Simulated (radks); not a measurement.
Task: These are the eigenvalues of the occupied orbitals of an atom or ion with whole-number occupations (eV). Calculated with a radial shooting solver on a logarithmic mesh with Libxc functionals: scalar-relativistic Kohn-Sham, BLYP, spin-polarised, spherical densities, finite nucleus; Fermi nuclear charge, rms radius of each element as measured or else 0.836 A^(1/3) + 0.57 fm.

orbital  eigenvalue
1s up     -576.3522
1s down   -575.1535
2s up      -70.0971
2s down    -67.0696
2p up      -55.7436
3s up      -18.6956

Which element is it, and in what charge state? The configuration may be excited. Open shells, if any, are filled with parallel spins first.

Result: Z = 8, oxygen, charge +2: O2+ in [He] 2s2 2p1 3s1. The list shows which subshells hold electrons but not how many an open one holds; the 1s level, -21.181 hartree, gives Z - s = 6.5 by -(Z - s)^2/2, which with screening and relativity narrows Z to a few neighbours, and the depths of the outer levels then fix element, charge and occupations together.
